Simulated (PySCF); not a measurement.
# Partial charges of `Cc1cnn([Si](C)(C)C)n1`

Species: C6H13N3Si.
Geometry (GFN2-xTB, Å), atoms numbered from 1 in this order:
```xyz
23
C6H13N3Si angstrom
C      3.758   -0.380   -0.077
C      2.393    0.204   -0.057
C      2.003    1.557   -0.073
N      0.686    1.606   -0.064
N      0.287    0.346   -0.047
Si    -1.426   -0.131    0.026
C     -1.480   -1.848   -0.784
C     -2.367    1.218   -0.923
C     -1.908   -0.187    1.866
N      1.287   -0.521   -0.040
H      4.182   -0.305   -1.079
H      3.713   -1.428    0.204
H      4.410    0.156    0.610
H      2.604    2.443   -0.091
H     -0.650   -2.455   -0.434
H     -2.402   -2.370   -0.548
H     -1.405   -1.782   -1.865
H     -2.214    2.190   -0.465
H     -3.434    1.019   -0.938
H     -2.027    1.287   -1.952
H     -2.968   -0.384    1.992
H     -1.687    0.757    2.356
H     -1.362   -0.966    2.391
```

Density: PBE0/pcSseg-1 (PySCF); schemes: Mulliken, IAO, Hirshfeld and ESP-fitted. Isolated species at its GFN2-xTB geometry, gas phase.

Tabulate the Mulliken, IAO, Hirshfeld and ESP-fitted charges.

In e:

```json
{"atom": "C1", "environment": "benzylic-type carbon", "Mulliken": "-0.141", "IAO": "-0.435", "Hirshfeld": "-0.117", "ESP-fitted": "-0.548"}
{"atom": "C2", "environment": "substituted aromatic carbon", "Mulliken": "-0.050", "IAO": "+0.063", "Hirshfeld": "+0.025", "ESP-fitted": "+0.469"}
{"atom": "C3", "environment": "aromatic CH next to a ring nitrogen", "Mulliken": "+0.034", "IAO": "-0.119", "Hirshfeld": "-0.041", "ESP-fitted": "-0.156"}
{"atom": "N4", "environment": "pyridine-type nitrogen", "Mulliken": "-0.212", "IAO": "-0.231", "Hirshfeld": "-0.131", "ESP-fitted": "-0.473"}
{"atom": "N5", "environment": "pyrrole-type nitrogen", "Mulliken": "-0.347", "IAO": "-0.127", "Hirshfeld": "-0.008", "ESP-fitted": "+0.446"}
{"atom": "Si6", "environment": "four-coordinate silicon", "Mulliken": "+1.090", "IAO": "+1.193", "Hirshfeld": "+0.460", "ESP-fitted": "+0.812"}
{"atom": "C7", "environment": "Si-methyl carbon", "Mulliken": "-0.631", "IAO": "-0.728", "Hirshfeld": "-0.217", "ESP-fitted": "-0.647"}
{"atom": "C8", "environment": "Si-methyl carbon", "Mulliken": "-0.624", "IAO": "-0.726", "Hirshfeld": "-0.216", "ESP-fitted": "-0.657"}
{"atom": "C9", "environment": "Si-methyl carbon", "Mulliken": "-0.624", "IAO": "-0.732", "Hirshfeld": "-0.216", "ESP-fitted": "-0.662"}
{"atom": "N10", "environment": "pyridine-type nitrogen", "Mulliken": "-0.251", "IAO": "-0.251", "Hirshfeld": "-0.132", "ESP-fitted": "-0.605"}
{"atom": "H11", "environment": "methyl hydrogen", "Mulliken": "+0.136", "IAO": "+0.158", "Hirshfeld": "+0.049", "ESP-fitted": "+0.151"}
{"atom": "H12", "environment": "methyl hydrogen", "Mulliken": "+0.129", "IAO": "+0.164", "Hirshfeld": "+0.051", "ESP-fitted": "+0.182"}
{"atom": "H13", "environment": "methyl hydrogen", "Mulliken": "+0.127", "IAO": "+0.154", "Hirshfeld": "+0.049", "ESP-fitted": "+0.132"}
{"atom": "H14", "environment": "aromatic hydrogen", "Mulliken": "+0.076", "IAO": "+0.166", "Hirshfeld": "+0.059", "ESP-fitted": "+0.182"}
{"atom": "H15", "environment": "methyl hydrogen", "Mulliken": "+0.159", "IAO": "+0.174", "Hirshfeld": "+0.040", "ESP-fitted": "+0.145"}
{"atom": "H16", "environment": "methyl hydrogen", "Mulliken": "+0.134", "IAO": "+0.154", "Hirshfeld": "+0.041", "ESP-fitted": "+0.158"}
{"atom": "H17", "environment": "methyl hydrogen", "Mulliken": "+0.140", "IAO": "+0.159", "Hirshfeld": "+0.044", "ESP-fitted": "+0.149"}
{"atom": "H18", "environment": "methyl hydrogen", "Mulliken": "+0.153", "IAO": "+0.170", "Hirshfeld": "+0.043", "ESP-fitted": "+0.144"}
{"atom": "H19", "environment": "methyl hydrogen", "Mulliken": "+0.135", "IAO": "+0.154", "Hirshfeld": "+0.042", "ESP-fitted": "+0.164"}
{"atom": "H20", "environment": "methyl hydrogen", "Mulliken": "+0.142", "IAO": "+0.161", "Hirshfeld": "+0.044", "ESP-fitted": "+0.149"}
{"atom": "H21", "environment": "methyl hydrogen", "Mulliken": "+0.135", "IAO": "+0.155", "Hirshfeld": "+0.042", "ESP-fitted": "+0.162"}
{"atom": "H22", "environment": "methyl hydrogen", "Mulliken": "+0.146", "IAO": "+0.163", "Hirshfeld": "+0.044", "ESP-fitted": "+0.151"}
{"atom": "H23", "environment": "methyl hydrogen", "Mulliken": "+0.144", "IAO": "+0.161", "Hirshfeld": "+0.044", "ESP-fitted": "+0.152"}
```

Mean size of the charges over all atoms: ESP-fitted 0.326 e, IAO 0.291 e, Mulliken 0.250 e, Hirshfeld 0.094 e. Each set sums to the total charge, 0, to within 0.001 e. The IAO scheme counts the electrons in orthogonalised intrinsic atomic orbitals, a minimal basis polarised so that it spans the occupied orbitals exactly. The Hirshfeld scheme divides the density at each point in proportion to the densities of the neutral, spherically averaged free atoms.

Lowest charge. All schemes pick atoms of one kind: Mulliken C7 (-0.631); IAO C9 (-0.732); Hirshfeld C7 (-0.217); ESP-fitted C9 (-0.662).

Highest charge. All schemes agree: Mulliken Si6 (+1.090); IAO Si6 (+1.193); Hirshfeld Si6 (+0.460); ESP-fitted Si6 (+0.812).

Sum the charges by element, for elements with more than one atom.

```tsv
element	atoms	Mulliken	IAO	Hirshfeld	ESP-fitted
C	6	-2.036	-2.678	-0.783	-2.201
N	3	-0.810	-0.609	-0.271	-0.632
H	13	+1.756	+2.094	+0.594	+2.020
```

How closely do the schemes follow one another over all atoms?

Correlation coefficient and root-mean-square difference: IAO with Hirshfeld 0.98, 0.267 e; Mulliken with IAO 0.97, 0.099 e; Mulliken with Hirshfeld 0.96, 0.225 e; Hirshfeld with ESP-fitted 0.89, 0.280 e; IAO with ESP-fitted 0.88, 0.193 e; Mulliken with ESP-fitted 0.79, 0.246 e.

How many electrons does the IAO scheme count on C9?

Z − q = 6 − (-0.732) = 6.732.
